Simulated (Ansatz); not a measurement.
System: H3GeO, charge 0, doublet. H3GeO (SMILES [OH][GeH2], doublet).
B3LYP-D3(BJ)/def2-TZVP minimum from Ansatz (a quantum-chemistry and plane-wave program):
```
Ge
O 1 1.8001
H 2 0.9631 1 112.91
H 1 1.5508 2 103.09 3 164.38
H 1 1.5625 4 111.46 2 116.11
```
Charge 0, spin multiplicity 2.

Total energies in aug-cc-pVDZ, 13 correlated electrons, 15 frozen orbitals. Radicals and triplets start from unrestricted determinants; spin-orbit coupling is neglected. Correlated methods leave the cores frozen (noble-gas shells, and filled d and f shells in the p block). No relativity.

| method | program | energy (Eh) | minus CCSDT(Q) (mEh) |
|---|---|---|---|
| HF | Ansatz | -2151.93771 | 329.32 |
| MP2 | Ansatz | -2152.23461 | 32.42 |
| CCSD | Ansatz | -2152.25634 | 10.70 |
| CCSD(T) | Ansatz | -2152.26547 | 1.57 |
| CCSDT(Q) | Ansatz | -2152.26704 | 0.00 |

Rough core times of Ansatz's runs on a shared machine: CCSD(T) under 20 s, CCSDT(Q) 10 min.
